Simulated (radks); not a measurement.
Species: Tc13+. Configuration: [Ar] 3d9 4s2 4p1 (not the ground configuration). All-electron calculation, scalar-relativistic Kohn-Sham, PBE, spin-polarised, spherical densities, finite nucleus; open shells are filled with parallel spins first (spin-orbit coupling, left out, can overturn this in heavy ions); Fermi nuclear charge, rms radius 4.4112 fm. Program: a radial shooting solver on a logarithmic mesh with Libxc functionals. Some entries of the table are withheld. Estimate them.

orbital,occ.,eigenvalue (hartree),<r> (bohr)
1s up,1,-778.3853,0.03428
1s down,1,-778.3743,0.03428
2s up,1,-120.7994,0.1495
2s down,1,-120.7292,0.1494
2p up,3,-109.3384,0.1302
2p down,3,-109.2804,0.1302
3s up,1,-29.70898,0.4091
3s down,1,-29.61516,0.4093
3p up,3,(1),0.4080
3p down,3,(2),0.4082
3d up,5,-19.90843,0.3847
3d down,4,-19.80032,0.3851
4s up,1,-11.49941,0.9180
4s down,1,-11.38549,0.9191
4p up,1,-10.25227,0.9594
4p down,0,-10.13990,0.9614

Answer. 
(1) 3p up eigenvalue (hartree): -25.93679
(2) 3p down eigenvalue (hartree): -25.84032
